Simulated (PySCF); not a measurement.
**Electron correlation in Sc (scandium, neutral)**

[Ar] 3d1 4s2, 2D determinant. Computed with PySCF 2.14 in x2c-TZVPPall (6s5p4d2f1g, 64 functions), with the spin-free X2C one-electron Hamiltonian (Gaussian nucleus). Frozen: [Ne]; 11 electrons correlated.

MP2 pair energies summed by pair of shells (mhartree):

```csv
pair,energy,share (%)
3p-3p,-125.77,53.6
3p-4s,-24.52,10.5
3p-3d,-23.59,10.1
4s-4s,-20.96,8.9
3s-3p,-20.42,8.7
3d-4s,-8.02,3.4
3s-3s,-5.99,2.6
3s-3d,-3.84,1.6
3s-4s,-1.37,0.6
```

Total MP2 correlation energy: -234.48 mhartree.

Same-spin part -65.02 and opposite-spin part -169.46 mhartree; SCS-MP2 scales them by 1/3 and 6/5 to -225.03 mhartree.

This basis was not built for core-valence correlation, so the inner-shell part is incomplete.
